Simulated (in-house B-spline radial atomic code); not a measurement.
Values are calculated unless marked as measured or tabulated.
## Cu in an electron gas of r_s = 3.3: phase shifts, screening and friction

A nucleus sits in a uniform electron gas with a rigid positive background. The Kohn-Sham equations are solved self-consistently in the spin-unpolarised LDA (PW92), non-relativistic, on B-splines with outgoing waves at the boundary and partial waves to l = 8. The model has no lattice, no bands and no magnetic solution. Atomic units; δ_l are the phase shifts at the Fermi level, counted so that each bound state adds π, and good to about 0.0005.

The density parameter is r_s = 3.3 bohr.

```csv
l,δ_l (rad)
0,10.1361
1,6.6678
2,3.0862
3,-0.0029
4,0.0002
5,-0.0001
6,0.0000
7,-0.0001
8,0.0000
```

Bound levels below the band bottom (hartree): s -37.9, p -33.24, s -3.818, p -2.369, s -0.001013 and deeper ones.

**Question.** Check the Friedel sum rule, and say where the screening charge sits.

**Answer.** k_F = (9π/4)^(1/3)/r_s = 0.58156. The rule is Z = (2/π) Σ (2l + 1) δ_l. The terms are s 6.453, p 12.735, d 9.824, f -0.013 and -0.001 beyond, in all 28.998 against Z = 29. Bound states hold 8 s, 12 p, 0 d electrons, so the scattering states carry 9.00 in all; where a term is smaller than its bound count, the bound level has drawn weight out of the band.

**Question.** Find the transport cross section and the electronic stopping of a 5 keV Cu ion (mass 63.55 u).

**Answer.** σ_tr = (4π/k_F²) Σ (l + 1) sin²(δ_l − δ_(l+1)). The terms for l = 0 to 3 are 0.1030, 0.3629, 0.0083, 0.0000, all together 0.4742, so σ_tr = 37.155 × 0.4742 = 17.617 bohr². With n = 3/(4π r_s³) = 0.006643, the friction coefficient is Q = n k_F σ_tr = 0.0681. For v well below v_F = 0.582, dE/dx = Q v; with 24801 eV per u at v = 1, v = √(5000/(24801 × 63.55)) = 0.0563, so dE/dx = 0.00383 hartree/bohr = 1.97 eV/nm. The largest term couples the p and d waves.
